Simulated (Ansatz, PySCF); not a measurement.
This Ansatz (a first-principles code) input computes a CCSD(T)/cc-pVDZ energy:

Ansatz 0.2 input:
```yaml
crystal:
  periodic: [false, false, false]
  atoms:
    - {symbol: N, position_ang: [-0.00000000, -0.00000000, -1.25788699]}
    - {symbol: C, position_ang: [-0.00000000, -0.00000000, -0.07148921]}
    - {symbol: O, position_ang: [0.00000000, 0.00000000, 1.15426802]}
basis:
  gaussian:
    orbitals: cc-pVDZ
total_charge: -1
magnetization: {spin_polarized: false}
correlation: {method: ccsd_t, electrons: outside_noble_gas}
```

### Question
Write an input for the same energy in PySCF and say what it gives.

### Answer

```python
from pyscf import gto, scf, mp, cc as ccmod

mol = gto.M(
    atom='''
    N    -0.00000000   -0.00000000   -1.25788699
    C    -0.00000000   -0.00000000   -0.07148921
    O     0.00000000    0.00000000    1.15426802
    ''',
    basis='cc-pvdz',
    charge=-1,
    spin=0,
    verbose=4,
)

mf = scf.RHF(mol)
mf.conv_tol = 1e-10
mf.max_cycle = 100
mf.kernel()
mp2 = mp.MP2(mf, frozen=3).run()
cc = ccmod.CCSD(mf, frozen=3)
cc.max_cycle = 100
cc.kernel()
et = cc.ccsd_t()
print(f'E(CCSD(T)) = {cc.e_tot + et:.9f}')
```
It gives -167.68990 Eh, and Ansatz -167.68990 Eh, a difference of 0.00 mEh.
